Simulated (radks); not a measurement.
Values are calculated unless marked as measured or tabulated.
How relativity changes the ionisation of neutral tantalum ([Xe] 4f14 5d3 6s2) to Ta+ ([Xe] 4f14 5d3 6s1). Spin-unpolarised spherical Kohn-Sham, PBEsol, point nucleus unless stated (finite: rms radius 5.3507 fm), a radial shooting solver on a logarithmic mesh with Libxc functionals. A level marked "c x" has the speed of light scaled by that factor and shares open shells by 2j + 1; other Dirac levels either fill j = l - 1/2 first or share by 2j + 1.

level	E(Ta) (hartree)	E(Ta+) (hartree)	IE (eV)	HOMO	<r> HOMO (bohr)
non-rel.	-14799.5003	-14799.2275	7.424	6s	3.620
scalar-rel.	-15599.9093	-15599.5967	8.505	5d	2.252
scalar-rel., finite nucleus	-15597.6372	-15597.3247	8.503	5d	2.252
Dirac, 2j+1 shares	-15621.2293	-15620.9166	8.509	5d5/2	2.301
Dirac, low j first	-15621.2677	-15620.9588	8.407	5d3/2	2.214
Dirac, 2j+1 shares, finite nucleus	-15618.9370	-15618.6243	8.507	5d5/2	2.301
Dirac, c x 0.85	-16018.1644	-16017.8296	9.112	5d5/2	2.383
Dirac, c x 3	-14879.3668	-14879.0905	7.520	5d5/2	2.149
Dirac, c x 10	-14806.5921	-14806.3190	7.432	6s1/2	3.617

NIST Atomic Spectra Database: 7.550 eV (measured). The relativistic part of the total energy of Ta is -819.4 hartree (Dirac, 2j+1 shares, finite nucleus), 5.5 % of the non-relativistic value. Spin polarisation and multiplet splitting of open shells are left out at every level.

Beside tabulated values, note that relativity, absent from the non-relativistic runs, is large for the heavy elements, and spin-unpolarised runs miss the spin-polarisation part of the exchange energy of open shells.
